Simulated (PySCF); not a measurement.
C4H8O3, SMILES COCCC(=O)O (GFN2-xTB optimised geometry):

```
15

C      2.333     0.684     0.890
O      1.552     1.107    -0.200
C      0.165     1.052     0.015
C     -0.401    -0.374     0.000
C     -1.906    -0.374     0.000
O     -2.614     0.595     0.000
O     -2.394    -1.622     0.002
H      2.054     1.217     1.807
H      2.246    -0.394     1.067
H      3.364     0.919     0.637
H     -0.282     1.622    -0.802
H     -0.100     1.541     0.963
H     -0.065    -0.947     0.867
H     -0.057    -0.898    -0.895
H     -3.364    -1.607    -0.005
```

Method: PySCF 2.14.0 with PBE0/def2-TZVP.

Task: What are the frontier orbital energies and the dipole moment?

Result: HOMO-2 -9.03 eV, HOMO-1 -8.24 eV, HOMO -7.57 eV, LUMO 0.18 eV, LUMO+1 0.99 eV; dipole moment 2.16 D.

On the same geometry PBE/def2-TZVP run with PySCF 2.14.0 gives HOMO-2 -7.46 eV, HOMO-1 -6.54 eV, HOMO -5.97 eV, LUMO -0.97 eV, LUMO+1 0.13 eV; dipole moment 2.07 D.

Meta-Löwdin charges at PBE0/def2-TZVP: C1 -0.13, O2 -0.39, C3 0.00, C4 -0.28, C5 0.53, O6 -0.46, O7 -0.47, H8 0.10, H9 0.10, H10 0.13, H11 0.13, H12 0.10, H13 0.14, H14 0.14, H15 0.36.
